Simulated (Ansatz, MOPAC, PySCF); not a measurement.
Noncovalent pair: HCl (SMILES Cl) (first 2 atoms) with Si2H6 (SMILES [SiH3][SiH3]); geometry from B3LYP-D3(BJ)/def2-TZVP, rigid monomers moved along the line of their centres of mass till H2···H9 is 1.78 Å.
(charge 0, multiplicity 1):
```csv
atom,x (Å),y (Å),z (Å)
Cl,-0.0802,0.5708,0.2085
H,-0.2967,1.2633,1.2703
Si,0.4199,-1.1652,3.4699
Si,-0.2312,0.9908,4.1262
H,1.6697,-1.1049,2.6785
H,-0.6478,-1.8009,2.6652
H,0.6571,-1.9783,4.6878
H,-1.4816,0.9487,4.9212
H,-0.4877,1.8559,2.9414
H,0.8299,1.6444,4.9288
```

Counterpoise-corrected where a basis set is named; no monomer relaxation. Rows marked so take none.

Rows in 6-31G*, STO-3G carry no dispersion term and start afresh at each structure (6-31G* with six Cartesian d functions). The state that PM6 reach isn't checked.

The values were computed with Ansatz (Gaussian orbitals); MOPAC for PM6 (differences of heats of formation); PySCF for 6-31G* rows, STO-3G rows, the dispersion terms. Values without a source in brackets are computed.

**Question.** One of these levels gives -1.10 kcal/mol for the interaction energy. Name it.
A) PM6
B) HF/STO-3G (no counterpoise)
C) HF/6-31G*
D) PBE-D4/def2-TZVPPD

**Answer.** A, PM6. The others give 1.87 (HF/STO-3G (no counterpoise)), 3.32 (HF/6-31G*), -1.92 (PBE-D4/def2-TZVPPD)

Ansatz is a program for electronic structure.
